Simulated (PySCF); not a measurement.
**Electron correlation in Te³⁷⁺ (tellurium, charge +37)**

[Ne] 3s2 3p3, high-spin 4S determinant. Computed with PySCF 2.14 in an even-tempered Gaussian basis (16 s from 6.6 bohr⁻², ratio 2.5; 10 p from 8.6 bohr⁻², ratio 2.5; 4 d from 35 bohr⁻², ratio 2.7; 4 f from 52 bohr⁻², ratio 2.7), with the non-relativistic Hamiltonian (point nucleus). Frozen: 1s2; 13 electrons correlated; the 17 highest virtual orbitals of each spin left out.

```json
{"level": "CCSD", "correlation energy (mhartree)": "-514.69"}
{"level": "(T)", "correlation energy (mhartree)": "-1.08"}
{"level": "CCSD(T)", "correlation energy (mhartree)": "-515.77"}
```

Diagnostics: T1 = 0.00032, D1 = 0.0010, largest double amplitude 0.026.

A non-relativistic calculation at this Z misses sizeable relativistic shifts. Spin-orbit coupling is strong in this species (close to jj coupling), so the high-spin LS determinant is a model state, not a physical level.

Cost of the coupled-cluster step: of the order of 13 core-seconds, for 13 correlated electrons.

At this charge a non-relativistic calculation is a model, useful for the Z dependence of the correlation energy.

Spin-orbit coupling is strong in this species, so the high-spin LS determinant is a model state.
